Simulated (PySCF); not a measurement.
2,3,3-trifluoroprop-1-ene (C3H3F3), SMILES C=C(F)C(F)F.

The structure is a stationary point at PBE0-D3(BJ)/def2-SVP. Other conformers were not sampled.

Two levels are set side by side: PBE/def2-TZVP (PySCF) and HF/def2-TZVP (PySCF). Same geometry, gas phase. Differences are taken from unrounded values.

| quantity | HF |
|---|---|
| orbital gap (eV) | 14.36 |
| highest occupied level (eV) | -10.93 |
| lowest empty level (eV) | 3.43 |
| dipole moment (D) | 1.78 |
| mean polarisability (bohr³) | 36.0 |

Task: What does PBE give, and how far is it from HF? (An estimate is asked for; the answer gives what the named calculation found.)

Result: 
```json
[
 {"quantity": "orbital gap (eV)", "PBE": "5.41", "PBE minus HF": "-8.95"},
 {"quantity": "highest occupied level (eV)", "PBE": "-6.88", "PBE minus HF": "4.05"},
 {"quantity": "lowest empty level (eV)", "PBE": "-1.46", "PBE minus HF": "-4.89"},
 {"quantity": "dipole moment (D)", "PBE": "1.39", "PBE minus HF": "-0.39"},
 {"quantity": "mean polarisability (bohr³)", "PBE": "39.2", "PBE minus HF": "3.2"}
]
```

PBE's occupied levels lie high since its potential decays too fast outside the molecule; exact exchange lowers them and widens the gap. Loosely held outer electrons make PBE densities more polarisable. Differences between two approximate levels are no errors against the true value.

Rough cost on one machine, each run with all the roots and properties that it gave: HF against PBE about 1/3.
